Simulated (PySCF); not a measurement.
The free ion Tc+ in its d6 configuration. Only this configuration is treated; at so low a charge one with s electrons may lie lower or mix in.

Method (PySCF 2.14, density fitting): CASSCF(6,5) with orbitals averaged over all microstates of the shell, strongly contracted NEVPT2 on the averaged canonical orbitals; basis x2c-TZVPall; spin-free X2C; gas phase; spin-orbit coupling by state interaction with the mean-field operator over all roots.

CASSCF energies above the lowest CASSCF root:

| state | CASSCF / cm⁻¹ |
| --- | --- |
| 5D | 0 |
| 3H | 14645 |
| 3P | 16444 |
| 3F | 16842 |
| 3G | 18368 |
| 1I | 21968 |
| 1G | 23265 |
| 3D | 23579 |
| 1S | 27078 |
| 1D | 28789 |
| 1F | 33135 |
| 3F | 39067 |
| 3P | 39464 |
| 1G | 44311 |
| 1D | 59632 |
| 1S | 77417 |

Task: How does dynamic correlation (SC-NEVPT2) move these states?

Result: 
```csv
state,NEVPT2 / cm⁻¹,shift / cm⁻¹
5D,0,0
3H,13728,-917
3P,14221,-2223
3F,14908,-1934
3G,16484,-1883
1I,20512,-1456
1G,20880,-2384
3D,20230,-3349
1S,23266,-3812
1D,24954,-3835
1F,28710,-4425
3F,34114,-4952
3P,33805,-5659
1G,38898,-5413
1D,51412,-8220
1S,67008,-10409
```

In the ligand-field fit B goes from 744 to 622 cm⁻¹, C goes from 2917 to 2653 cm⁻¹.
